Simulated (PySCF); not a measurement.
PySCF input for ZrI4, SMILES [I][Zr]([I])([I])[I], multiplicity 1, PBE0-D3(BJ)/def2-SVP. Coordinates come from a PBE0-D3(BJ)/def2-SVP optimisation. The spin state was assumed, not searched. The isomer is the one that the SMILES or the coordinates give; other isomers of the formula were not compared. The def2 effective core potentials stand for the cores of I, Zr; spin–orbit coupling is left out.

```python
import numpy as np
from pyscf import gto, scf, dft, df
from pyscf.hessian import thermo

mol = gto.M(
    atom='''
    Zr    0.00000000    0.00000000    0.00000000
    I     1.54527044    1.54527044   -1.54527044
    I    -1.54527044    1.54527044    1.54527044
    I    -1.54527044   -1.54527044   -1.54527044
    I     1.54527044   -1.54527044    1.54527044
    ''',
    basis='def2-SVP',
    ecp={'I': 'def2-svp', 'Zr': 'def2-svp'},
    charge=0,
    spin=0,
    max_memory=1600,
    verbose=3,
)
mf = dft.RKS(mol, xc='pbe0').density_fit(auxbasis='def2-universal-jkfit')
mf.disp = 'd3bj'
mf.grids.level = 3
mf.conv_tol = 1e-11
mf.max_cycle = 100
mf.kernel()

# [left out here: the lines that compute and print the analytic Hessian (its translational invariance restored by hand, since the grid's response is missing), thermochemistry and intensities]
```

Output:

```
converged SCF energy = -1238.18521105106

WARN: DFTD3 does not support analytical Hessian, using finite difference


WARN: Mole.unit (angstrom) is changed to Bohr

Mode                                 0                   1                   2
Irrep
Freq [cm^-1]                       43.0769             43.0769             52.6787
Reduced mass [au]                 126.9045            126.9045            119.6227
Force const [Dyne/A]                0.1387              0.1387              0.1956
Char temp [K]                      61.9781             61.9781             75.7929
Normal mode                   x     y     z       x     y     z       x     y     z
       0  Zr                 0.00  0.00  0.00   -0.00  0.00  0.00    0.03  0.01 -0.03
       1   I                -0.03  0.03  0.00    0.02  0.01  0.04    0.02  0.04 -0.02
       2   I                 0.03  0.03 -0.00   -0.02  0.01 -0.04    0.00 -0.04 -0.01
       3   I                 0.03 -0.03  0.00   -0.02 -0.01  0.04   -0.01  0.00  0.03
       4   I                -0.03 -0.03 -0.00    0.02 -0.01 -0.04   -0.03 -0.00  0.02
Mode                                 3                   4                   5
Irrep
Freq [cm^-1]                       52.6788             52.6789            165.5460
Reduced mass [au]                 119.6227            119.6227            126.9045
Force const [Dyne/A]                0.1956              0.1956              2.0491
Char temp [K]                      75.7931             75.7932            238.1838
Normal mode                   x     y     z       x     y     z       x     y     z
       0  Zr                 0.00 -0.04 -0.02   -0.03  0.01 -0.03    0.00  0.00 -0.00
       1   I                -0.01  0.02  0.03    0.03 -0.00  0.02   -0.03 -0.03  0.03
       2   I                 0.04 -0.01 -0.02    0.02 -0.00  0.03    0.03 -0.03 -0.03
       3   I                -0.04 -0.00 -0.02   -0.01 -0.04 -0.01    0.03  0.03  0.03
       4   I                 0.01  0.02  0.03   -0.02  0.04 -0.02   -0.03  0.03 -0.03
Mode                                 6                   7                   8
Irrep
Freq [cm^-1]                      265.3649            265.3649            265.3649
Reduced mass [au]                  99.8717             99.8717             99.8717
Force const [Dyne/A]                4.1436              4.1436              4.1436
Char temp [K]                     381.8010            381.8010            381.8010
Normal mode                   x     y     z       x     y     z       x     y     z
       0  Zr                 0.06  0.05 -0.04    0.05 -0.07 -0.01    0.04  0.02  0.08
       1   I                -0.02 -0.02  0.02   -0.00  0.00 -0.00    0.00  0.00 -0.00
       2   I                -0.01  0.01  0.01   -0.02  0.02  0.02    0.01 -0.01 -0.01
       3   I                -0.01 -0.01 -0.01    0.00  0.00  0.00   -0.02 -0.02 -0.02
       4   I                 0.00 -0.01  0.01   -0.02  0.02 -0.02   -0.02  0.01 -0.02
temperature 298.1500 [K]
pressure 101325.00 [Pa]
Rotational constants [GHz] 0.20847 0.20847 0.20847
Symmetry number 12
Zero-point energy (ZPE) 0.00275 [Eh]   7212.470 [J/mol]
                           tot       elec      trans        rot        vib
Entropy [J/mol/K]       446.323      0.000    188.502    125.057    132.764
Cv [J/mol/K]             96.005      0.000     12.472     12.472     71.062
Cp [J/mol/K]            104.320      0.000     20.786     12.472     71.062
Internal energy [J/mol]                      3718.434   3718.434  23488.456
Internal energy [Eh]   -1238.17343  -1238.18521
Enthalpy [J/mol]                             6197.391   3718.434  23488.456
Enthalpy [Eh]          -1238.17249
Gibbs free energy [J/mol]                  -50004.555 -33567.221 -16095.048
Gibbs free energy [Eh] -1238.22317
mode   freq/cm-1   IR/(km/mol)
   1       43.08         0.000
   2       43.08         0.000
   3       52.68         0.009
   4       52.68         0.009
   5       52.68         0.009
   6      165.55         0.000
   7      265.36        51.702
   8      265.36        51.702
   9      265.36        51.702
max |gradient| / (hartree/bohr): 0.00012930557137674022
APT charges: [ 1.8411 -0.4602 -0.4602 -0.4602 -0.4602]
```

The run converged.

Cost: about 6 core-minutes (a rough figure).
